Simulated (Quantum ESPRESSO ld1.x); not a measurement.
Input (ld1.x (Quantum ESPRESSO 7.5)):

```
 &input
    atom='Ta',
    iswitch=1,
    rel=2,
    dft='PZ',
    config='[Kr] 4d4 5s0 5p0',
    rel_dist='average',
    verbosity='high',
    lsmall=.true.,
    prefix='ld1',
    max_out_wfc=37,
    file_charge='ld1.rho',
 /
```

Command: `OMP_NUM_THREADS=1 ld1.x < ld1.in > ld1.out`

Output (excerpt):

```
     Program LD1 v.7.5 starts

     --------------------------- All-electron run ----------------------------

     dirac relativistic calculation

     atomic number is 73.00
     dft =PZ   lsd =0 sic =0 latt =0  beta=0.20 tr2=1.0E-14
     Exchange-correlation= PZ
                           (   1   1   0   0   0   0   0)
     mesh =2113 r(mesh) = 100.03704 a.u. xmin = -8.00 dx = 0.00800
     1 Ry =  13.60569312 eV, c = 137.03599908

     n l j   nl                  e(Ry)          e(Ha)          e(eV)
     Spin orbit split results
     1 0 0.5 1S 1( 2.00)   -5037.136345019   -2518.568172509 -68533.7313290
     2 0 0.5 2S 1( 2.00)    -945.192944500    -472.596472250 -12860.0051449
     2 1 0.5 2P 1( 2.00)    -907.799190595    -453.899595297 -12351.2372045
     2 1 1.5 2P 1( 4.00)    -814.546591620    -407.273295810 -11082.4709600
     3 0 0.5 3S 1( 2.00)    -289.126188944    -144.563094472  -3933.7622006
     3 1 0.5 3P 1( 2.00)    -272.699313233    -136.349656617  -3710.2631707
     3 1 1.5 3P 1( 4.00)    -252.251408343    -126.125704171  -3432.0552518
     4 0 0.5 4S 1( 2.00)    -124.270208821     -62.135104410  -1690.7823255
     4 1 0.5 4P 1( 2.00)    -117.302930125     -58.651465063  -1595.9876697
     4 1 1.5 4P 1( 4.00)    -111.224229262     -55.612114631  -1513.2827312
     3 2 1.5 3D 1( 4.00)    -224.754292655    -112.377146327  -3057.9379339
     3 2 2.5 3D 1( 6.00)    -220.280617162    -110.140308581  -2997.0704781
     4 2 1.5 4D 1( 1.60)     -99.867189394     -49.933594697  -1358.7623319
     4 2 2.5 4D 1( 2.40)     -98.581125283     -49.290562642  -1341.2645383
     5 0 0.5 5S 1( 0.00)     -68.385704534     -34.192852267   -930.4349099
     5 1 0.5 5P 1( 0.00)     -65.163550330     -32.581775165   -886.5952686
     5 1 1.5 5P 1( 0.00)     -62.678563591     -31.339281795   -852.7853016
     Averaged results
     1 0     1S 1( 2.00)   -5037.136345019   -2518.568172509 -68533.7313290
     2 0     2S 1( 2.00)    -945.192944500    -472.596472250 -12860.0051449
     2 1     2P 1( 6.00)    -845.630791278    -422.815395639 -11505.3930415
     3 0     3S 1( 2.00)    -289.126188944    -144.563094472  -3933.7622006
     3 1     3P 1( 6.00)    -259.067376640    -129.533688320  -3524.7912247
     4 0     4S 1( 2.00)    -124.270208821     -62.135104410  -1690.7823255
     4 1     4P 1( 6.00)    -113.250462883     -56.625231442  -1540.8510440
     3 2     3D 1(10.00)    -222.070087359    -111.035043680  -3021.4174604
     4 2     4D 1( 4.00)     -99.095550927     -49.547775464  -1348.2636558
     5 0     5S 1( 0.00)     -68.385704534     -34.192852267   -930.4349099
     5 1     5P 1( 0.00)     -63.506892504     -31.753446252   -864.0552906

     final scf error:  5.8E-16 reached in  24 iterations

     Etot =  -30042.770128 Ry,  -15021.385064 Ha, -408752.710933 eV

     Ekin =   33879.525889 Ry,   16939.762945 Ha,  460954.432399 eV
     Encl =  -70905.932739 Ry,  -35452.966369 Ha, -964724.361443 eV
     Eh   =    7494.346724 Ry,    3747.173362 Ha,  101965.781678 eV
     Exc  =    -510.710002 Ry,    -255.355001 Ha,   -6948.563567 eV

     normalization and overlap integrals

     s(1S/1S) =  1.000000  <r> =   0.0187  <r2> =    0.0005  r(max) =   0.0117
     LC norm =  0.92446259 + SC norm =  0.07553741 =  1.00000000
     s(2S/2S) =  1.000000  <r> =   0.0784  <r2> =    0.0073  r(max) =   0.0668
     LC norm =  0.98292527 + SC norm =  0.01707473 =  1.00000000
     s(2P/2P) =  1.000000  <r> =   0.0649  <r2> =    0.0052  r(max) =   0.0505
     LC norm =  0.98285091 + SC norm =  0.01714909 =  1.00000000
     s(2P/2P) =  1.000000  <r> =   0.0727  <r2> =    0.0064  r(max) =   0.0569
     LC norm =  0.98447157 + SC norm =  0.01552843 =  1.00000000
     s(3S/3S) =  1.000000  <r> =   0.2030  <r2> =    0.0472  r(max) =   0.1889
     LC norm =  0.99431032 + SC norm =  0.00568968 =  1.00000000
     s(3P/3P) =  1.000000  <r> =   0.1928  <r2> =    0.0433  r(max) =   0.1772
     LC norm =  0.99436685 + SC norm =  0.00563315 =  1.00000000
     s(3P/3P) =  1.000000  <r> =   0.2068  <r2> =    0.0495  r(max) =   0.1904
     LC norm =  0.99481835 + SC norm =  0.00518165 =  1.00000000
     s(4S/4S) =  1.000000  <r> =   0.4205  <r2> =    0.1989  r(max) =   0.4105
     LC norm =  0.99771385 + SC norm =  0.00228615 =  1.00000000
     s(4P/4P) =  1.000000  <r> =   0.4187  <r2> =    0.1986  r(max) =   0.4072
     LC norm =  0.99777586 + SC norm =  0.00222414 =  1.00000000
     s(4P/4P) =  1.000000  <r> =   0.4409  <r2> =    0.2199  r(max) =   0.4307
     LC norm =  0.99791623 + SC norm =  0.00208377 =  1.00000000
     s(3D/3D) =  1.000000  <r> =   0.1808  <r2> =    0.0383  r(max) =   0.1486
     LC norm =  0.99494864 + SC norm =  0.00505136 =  1.00000000
     s(3D/3D) =  1.000000  <r> =   0.1851  <r2> =    0.0400  r(max) =   0.1522
     LC norm =  0.99507404 + SC norm =  0.00492596 =  1.00000000
     s(4D/4D) =  1.000000  <r> =   0.4327  <r2> =    0.2142  r(max) =   0.4138
     LC norm =  0.99804532 + SC norm =  0.00195468 =  1.00000000
     s(4D/4D) =  1.000000  <r> =   0.4390  <r2> =    0.2203  r(max) =   0.4204
     LC norm =  0.99808142 + SC norm =  0.00191858 =  1.00000000
     s(5S/5S) =  1.000000  <r> =   0.7381  <r2> =    0.6084  r(max) =   0.7539
     LC norm =  0.99884473 + SC norm =  0.00115527 =  1.00000000
     s(5P/5P) =  1.000000  <r> =   0.7467  <r2> =    0.6252  r(max) =   0.7600
     LC norm =  0.99887717 + SC norm =  0.00112283 =  1.00000000
     s(5P/5P) =  1.000000  <r> =   0.7761  <r2> =    0.6752  r(max) =   0.7974
     LC norm =  0.99892752 + SC norm =  0.00107248 =  1.00000000

     LC charge = 39.60014265 + SC charge =  0.39985735 = 40.00000000

     ------------------------ End of All-electron run ------------------------
```

Run on one thread of a shared host, so times are rough (Intel(R) Xeon(R) Processor @ 2.60GHz): 0.7 s of CPU time, 0.74 s wall, 24 iterations on 2113 mesh points.
